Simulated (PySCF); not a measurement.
## How methods differ on the ionisation energy of Dy⁴⁵⁺

Dy⁴⁵⁺ [Ar] 3d3 (4F) → Dy⁴⁶⁺ [Ar] 3d2 (3F), as a difference of total energies. Computed with PySCF 2.14 in an even-tempered Gaussian basis (18 s from 9.2 bohr⁻², ratio 2.5; 12 p from 12 bohr⁻², ratio 2.5; 7 d from 12 bohr⁻², ratio 2.5; 4 f from 44 bohr⁻², ratio 2.7; 3 g from 66 bohr⁻², ratio 2.7), with scalar relativity by spin-free X2C-1e. Correlated levels: outer shells: [Ne] frozen; virtual orbitals above 40 to 60 times the deepest correlated orbital energy dropped. The calculations carry no spin-orbit coupling.

```tsv
method	ionisation energy (eV)
UHF	3710.4
LDA	3709.4
PBE	3709.5
PBE0	3710.2
r2SCAN	3711.6
PBEsol	3709.2
BP86	3709.8
MP2 (outer shells)	3710.4
SCS-MP2 (outer shells)	3710.1
```

Spin-orbit coupling is strong in these open shells (close to jj coupling). The scalar numbers leave it out and a first-order estimate fails, so it can dominate the gap to the real levels.

Breit and QED terms and the two-electron picture change are absent.

For comparison: 3725 ± 4 eV (theoretical estimate listed by NIST; NIST Atomic Spectra Database, ionization energies).
